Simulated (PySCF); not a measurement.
PySCF input for Te(OH)(SMe) (CH4OSTe), SMILES CS[Te]O, PBE-D3(BJ)/def2-SVP. The structure is a stationary point at PBE-D3(BJ)/def2-SVP. The def2 effective core potentials stand for the cores of Te; spin–orbit coupling is left out. The values are those of a single conformer.

```python
import numpy as np
from pyscf import gto, scf, dft, df
from pyscf.hessian import thermo

mol = gto.M(
    atom='''
    Te    0.42311564    0.21127430    0.59823950
    O     1.39388971    1.47327025   -0.67336089
    H     0.74463607    2.18000498   -0.86705097
    S    -0.73849572   -1.30961927   -0.85586270
    C    -2.34367716   -0.49156300   -1.21119773
    H    -2.87455142   -0.22518532   -0.27799648
    H    -2.94570896   -1.23180353   -1.77634356
    H    -2.19951179    0.40784456   -1.83918654
    ''',
    basis='def2-SVP',
    ecp={'Te': 'def2-svp'},
    charge=0,
    spin=0,
    max_memory=1600,
    verbose=3,
)
mf = dft.RKS(mol, xc='pbe').density_fit(auxbasis='def2-universal-jkfit')
mf.disp = 'd3bj'
mf.grids.level = 3
mf.conv_tol = 1e-11
mf.max_cycle = 100
mf.kernel()

# [left out here: the lines that compute and print the analytic Hessian (its translational invariance restored by hand, since the grid's response is missing), thermochemistry and intensities]
```

Program output:

```
converged SCF energy = -781.427262349573

WARN: DFTD3 does not support analytical Hessian, using finite difference


WARN: Mole.unit (angstrom) is changed to Bohr

Mode                                 0                   1                   2
Irrep
Freq [cm^-1]                       93.9819            107.7795            161.6919
Reduced mass [au]                   4.2049              1.1357              4.5698
Force const [Dyne/A]                0.0219              0.0078              0.0704
Char temp [K]                     135.2190            155.0707            232.6386
Normal mode                   x     y     z       x     y     z       x     y     z
       0  Te                -0.01  0.01 -0.01   -0.00  0.00  0.01   -0.01  0.00  0.02
       1   O                 0.14 -0.03  0.06   -0.02 -0.05 -0.06   -0.05 -0.10 -0.10
       2   H                 0.19 -0.01 -0.01   -0.02 -0.05 -0.06   -0.06 -0.13 -0.16
       3   S                 0.01  0.02 -0.04    0.01  0.01 -0.01    0.06  0.04 -0.06
       4   C                -0.08 -0.10  0.09    0.01  0.01  0.01    0.02  0.02  0.06
       5   H                -0.05 -0.21  0.14   -0.23 -0.46  0.01    0.17  0.14  0.11
       6   H                -0.03 -0.12  0.08    0.21  0.21 -0.46   -0.08 -0.03  0.24
       7   H                -0.20 -0.04  0.15    0.06  0.31  0.45   -0.05 -0.05 -0.07
Mode                                 3                   4                   5
Irrep
Freq [cm^-1]                      188.9001            341.8519            402.6695
Reduced mass [au]                   3.9452             11.5477              1.1360
Force const [Dyne/A]                0.0829              0.7951              0.1085
Char temp [K]                     271.7852            491.8488            579.3518
Normal mode                   x     y     z       x     y     z       x     y     z
       0  Te                -0.03 -0.00 -0.02    0.02  0.02  0.02    0.00 -0.01 -0.00
       1   O                 0.03  0.03  0.05    0.00  0.00  0.01    0.01  0.04  0.05
       2   H                 0.01 -0.01 -0.04   -0.06 -0.10 -0.16   -0.31 -0.48 -0.74
       3   S                 0.04 -0.06  0.01   -0.06 -0.11 -0.09    0.00  0.03  0.02
       4   C                 0.10  0.10  0.12   -0.02  0.01 -0.01   -0.01  0.00 -0.01
       5   H                 0.18  0.11  0.16    0.04  0.02  0.03   -0.04 -0.01 -0.03
       6   H                -0.02  0.22  0.10   -0.11  0.08 -0.00    0.04 -0.03 -0.02
       7   H                 0.17  0.13  0.18    0.01  0.03  0.02   -0.03 -0.00 -0.02
Mode                                 6                   7                   8
Irrep
Freq [cm^-1]                      553.6479            673.1382            916.0680
Reduced mass [au]                  13.5300              5.8588              1.2000
Force const [Dyne/A]                2.4435              1.5641              0.5933
Char temp [K]                     796.5761            968.4960           1318.0180
Normal mode                   x     y     z       x     y     z       x     y     z
       0  Te                 0.01  0.02 -0.02    0.00  0.00  0.00   -0.00  0.00 -0.00
       1   O                -0.11 -0.14  0.15   -0.00 -0.00  0.00    0.01  0.00 -0.01
       2   H                -0.03 -0.09  0.10   -0.00 -0.01 -0.01   -0.11 -0.08  0.12
       3   S                 0.00  0.00  0.01   -0.09  0.04 -0.02   -0.00 -0.02  0.01
       4   C                 0.00  0.00 -0.00    0.20 -0.08  0.05    0.04  0.09 -0.05
       5   H                -0.01 -0.00 -0.00    0.09 -0.09 -0.00    0.14 -0.33  0.13
       6   H                 0.00 -0.00 -0.00    0.24 -0.12  0.06    0.22 -0.26  0.22
       7   H                -0.01  0.00 -0.00    0.09 -0.10  0.00   -0.66  0.19 -0.08
Mode                                 9                  10                  11
Irrep
Freq [cm^-1]                      919.3796            958.9818           1267.2081
Reduced mass [au]                   1.2404              1.0685              1.1515
Force const [Dyne/A]                0.6177              0.5790              1.0895
Char temp [K]                    1322.7826           1379.7613           1823.2303
Normal mode                   x     y     z       x     y     z       x     y     z
       0  Te                 0.00 -0.00  0.00    0.00 -0.00  0.00    0.00  0.00  0.00
       1   O                -0.00  0.00  0.00   -0.05  0.00  0.02   -0.00 -0.00  0.00
       2   H                 0.01  0.00 -0.03    0.62  0.46 -0.55   -0.00 -0.00  0.00
       3   S                -0.01  0.02  0.02   -0.00 -0.01  0.00   -0.01  0.00 -0.00
       4   C                 0.02 -0.07 -0.09    0.01  0.02 -0.01   -0.09  0.04 -0.02
       5   H                 0.57 -0.16  0.24    0.01 -0.05  0.02    0.42 -0.14  0.30
       6   H                -0.49  0.25  0.03    0.06 -0.06  0.04    0.42 -0.37  0.01
       7   H                -0.02  0.15  0.22   -0.12  0.03 -0.02    0.51 -0.05  0.03
Mode                                12                  13                  14
Irrep
Freq [cm^-1]                     1384.3341           1397.1228           2976.5826
Reduced mass [au]                   1.0517              1.0522              1.0301
Force const [Dyne/A]                1.1875              1.2101              5.3774
Char temp [K]                    1991.7485           2010.1487           4282.6396
Normal mode                   x     y     z       x     y     z       x     y     z
       0  Te                -0.00  0.00  0.00   -0.00  0.00 -0.00   -0.00 -0.00 -0.00
       1   O                 0.00 -0.00 -0.00    0.00  0.00 -0.00    0.00 -0.00 -0.00
       2   H                 0.00  0.00  0.00   -0.00 -0.00  0.00   -0.00  0.00  0.00
       3   S                -0.00 -0.00  0.00   -0.00 -0.00 -0.00    0.00  0.00  0.00
       4   C                -0.02 -0.04  0.04   -0.00 -0.05 -0.04    0.04 -0.01  0.01
       5   H                 0.37  0.41  0.12   -0.01  0.52 -0.18   -0.24  0.12  0.46
       6   H                 0.31  0.17 -0.58    0.13 -0.31  0.19   -0.33 -0.43 -0.32
       7   H                -0.37 -0.06 -0.12   -0.06  0.40  0.57    0.09  0.44 -0.30
Mode                                15                  16                  17
Irrep
Freq [cm^-1]                     3084.7013           3102.1192           3673.5127
Reduced mass [au]                   1.1054              1.1096              1.0677
Force const [Dyne/A]                6.1970              6.2914              8.4894
Char temp [K]                    4438.1983           4463.2589           5285.3670
Normal mode                   x     y     z       x     y     z       x     y     z
       0  Te                 0.00  0.00  0.00    0.00 -0.00 -0.00    0.00  0.00 -0.00
       1   O                 0.00 -0.00  0.00   -0.00  0.00  0.00    0.04 -0.04  0.01
       2   H                -0.00  0.00 -0.00    0.00 -0.00  0.00   -0.64  0.70 -0.19
       3   S                -0.00  0.00 -0.00    0.00  0.00 -0.00    0.00  0.00  0.00
       4   C                -0.02 -0.08 -0.03   -0.03 -0.02  0.08   -0.00  0.00  0.00
       5   H                -0.17  0.07  0.29    0.33 -0.17 -0.61    0.00 -0.00 -0.00
       6   H                 0.39  0.48  0.37   -0.05 -0.06 -0.03    0.00 -0.00  0.00
       7   H                 0.08  0.41 -0.30    0.09  0.50 -0.33    0.00 -0.00  0.00
temperature 298.1500 [K]
pressure 101325.00 [Pa]
Rotational constants [GHz] 5.73774 1.66958 1.50981
Symmetry number 1
Zero-point energy (ZPE) 0.05058 [Eh]   132807.447 [J/mol]
                           tot       elec      trans        rot        vib
Entropy [J/mol/K]       352.632      0.000    174.296    115.056     63.280
Cv [J/mol/K]             85.491      0.000     12.472     12.472     60.548
Cp [J/mol/K]             93.806      0.000     20.786     12.472     60.548
Internal energy [J/mol]                      3718.434   3718.434 142858.991
Internal energy [Eh]   -781.37002  -781.42726
Enthalpy [J/mol]                             6197.391   3718.434 142858.991
Enthalpy [Eh]          -781.36907
Gibbs free energy [J/mol]                  -45769.052 -30585.408 123992.032
Gibbs free energy [Eh] -781.40912
mode   freq/cm-1   IR/(km/mol)
   1       93.98         0.736
   2      107.78         0.199
   3      161.69         1.511
   4      188.90         1.018
   5      341.85         3.358
   6      402.67        90.483
   7      553.65        55.852
   8      673.14         2.497
   9      916.07        11.501
  10      919.38         6.996
  11      958.98        43.910
  12     1267.21         7.769
  13     1384.33        12.309
  14     1397.12         9.276
  15     2976.58        15.901
  16     3084.70         1.204
  17     3102.12         2.789
  18     3673.51        63.736
max |gradient| / (hartree/bohr): 4.4534200255943885e-05
APT charges: [ 0.4939 -0.5592  0.2159 -0.1731 -0.0057  0.0127  0.0135  0.0021]
```

The calculation finished and met its thresholds.
